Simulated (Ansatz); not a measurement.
Reaction (SMILES): CB(C)Cl [chloro(dimethyl)borane] -> [CH2-]B(C)Cl + H+
Geometries: B3LYP-D3(BJ)/def2-TZVP minima from Ansatz (a program for electronic structure), one conformer each, not searched for the lowest.
Geometry of the first species:
```
B
C 1 1.5594
H 2 1.0898 1 114.04
H 2 1.0923 3 109.73 1 -127.14
H 2 1.0986 3 106.73 4 -114.63
C 1 1.5594 2 123.81 3 -153.33
H 6 1.0898 1 114.04 2 -153.33
H 6 1.0923 7 109.73 1 -127.14
H 6 1.0986 7 106.73 8 -114.63
Cl 1 1.7805 2 118.10 3 26.67
```

Quantity: gas-phase deprotonation energy (electronic energy difference), in kcal/mol. Cores are frozen in the correlated levels unless marked. No spin-orbit coupling. Non-relativistic. Anions need diffuse functions: aug- sets have them; def2-D sets add few; the other sets have none. CBS marks a two-point X^-3 extrapolation of the correlation energy; Hartree-Fock from the larger set. The bracket is a focal-point correction in the basis named.

```csv
level,program,gas-phase deprotonation energy (kcal/mol)
HF/aug-cc-pV(D+d)Z,Ansatz,375.4
HF/cc-pVTZ,Ansatz,379.2
BLYP-D3(BJ)/def2-TZVPD,Ansatz + dftd3,366.3
B97M-V/def2-TZVPD,Ansatz,370.4
PBE0/6-31G*,Ansatz,380.7
PBE0/def2-SVP,Ansatz,378.1
PBE0/def2-TZVPD,Ansatz,369.8
PBE0/def2-QZVPP,Ansatz,370.4
HSE06-D3(BJ)/def2-TZVPD,Ansatz + dftd3,369.9
CAM-B3LYP-D4/def2-TZVPD,Ansatz + dftd4,367.8
wB97M-V/def2-TZVPD,Ansatz,366.0
MP2/cc-pV(T+d)Z,Ansatz,370.7
RI-MP2/cc-pV(Q+d)Z,Ansatz,367.9
SCS-MP2/cc-pV(D+d)Z,Ansatz,378.3
SCS-MP2/aug-cc-pV(T+d)Z,Ansatz,368.8
SCS-MP2/cc-pV(T+d)Z,Ansatz,373.2
CCSD/6-31G*,Ansatz,382.0
CCSD/cc-pwCVTZ,Ansatz,374.3
CCSD(T)/STO-3G,Ansatz,448.9
CCSD(T)/6-31G,Ansatz,373.3
"RI-MP2/CBS(aug-cc-pV(T+d)Z,aug-cc-pV(Q+d)Z)+[CCSD(T)-MP2]/aug-cc-pV(T+d)Z",Ansatz,367.7
```
